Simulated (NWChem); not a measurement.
trimethylarsine (C₃H₉As); SMILES C[As](C)C

Program: NWChem. Coordinates come from a PBE0/def2-SVP optimisation. Computed dipoles belong to the equilibrium geometry; the measured one is vibrationally averaged.

Measured dipole moment: 0.86 D (NIST CCCBDB, as tabulated in the package chemicals).

```csv
level,dipole moment (D),computed − measured,relative time (rough)
PBE/STO-3G,0.88,+0.02,1
PBE/def2-SVP,___,___,5
PBE/def2-SVPD,0.98,+0.12,20
PBE/def2-TZVP,0.91,+0.05,10
PBE/def2-TZVPD,___,___,30
PBE/def2-TZVPP,0.91,+0.05,20
```

Problem. Fill in the missing entries.

Solution. 
- PBE/def2-SVP, dipole moment (D): 0.97
- PBE/def2-SVP, computed − measured: +0.11
- PBE/def2-TZVPD, dipole moment (D): 0.97
- PBE/def2-TZVPD, computed − measured: +0.11
